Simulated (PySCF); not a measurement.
Si(OH)(OMe)(SH)2, SMILES CO[Si](O)(S)S, PBE0/def2-SVP optimised geometry.

```
12

C      0.97    -1.24    -0.27
O      0.13    -0.16     0.00
Si    -1.52    -0.16     0.00
O     -2.01     1.42     0.00
S     -2.42    -0.97    -1.76
S     -2.07    -1.28     1.74
H      0.90    -2.02     0.52
H      2.01    -0.88    -0.30
H      0.73    -1.71    -1.24
H     -1.45     2.02     0.50
H     -2.35    -2.24    -1.31
H     -3.40    -1.25     1.46
```

Density from PBE0/def2-TZVP run with PySCF 2.14.0 at that geometry.

Minimum of the electron density along straight lines between bonded atoms, close to the bond critical point (lines longer than 1.1 times the sum of covalent radii, or with two minima, are not listed):

| bond | length / Å | ρ at the minimum / e bohr⁻³ | ∇²ρ there / e bohr⁻⁵ | position (fraction from the first atom) |
|---|---|---|---|---|
| C1–O2 | 1.403 | (withheld) | -0.45 | 0.34 |
| O2–Si3 | 1.649 | 0.138 | 0.81 | 0.59 |
| Si3–O4 | 1.645 | 0.142 | 0.82 | 0.41 |
| Si3–S5 | 2.134 | 0.103 | 0.08 | 0.36 |
| Si3–S6 | 2.143 | 0.101 | 0.08 | 0.36 |
| C1–H7 | 1.104 | 0.277 | -0.96 | 0.65 |
| C1–H8 | 1.100 | 0.280 | -0.98 | 0.65 |
| C1–H9 | 1.104 | 0.277 | -0.96 | 0.65 |
| O4–H10 | 0.963 | (withheld) | (withheld) | 0.81 |
| S5–H11 | 1.351 | 0.210 | -0.59 | 0.65 |
| S6–H12 | 1.351 | 0.210 | -0.59 | 0.65 |

**Question.** Some entries are withheld; supply them.

**Answer.** 
- C1–O2, ρ at the minimum / e bohr⁻³: 0.257
- O4–H10, ρ at the minimum / e bohr⁻³: 0.352
- O4–H10, ∇²ρ there / e bohr⁻⁵: -2.40
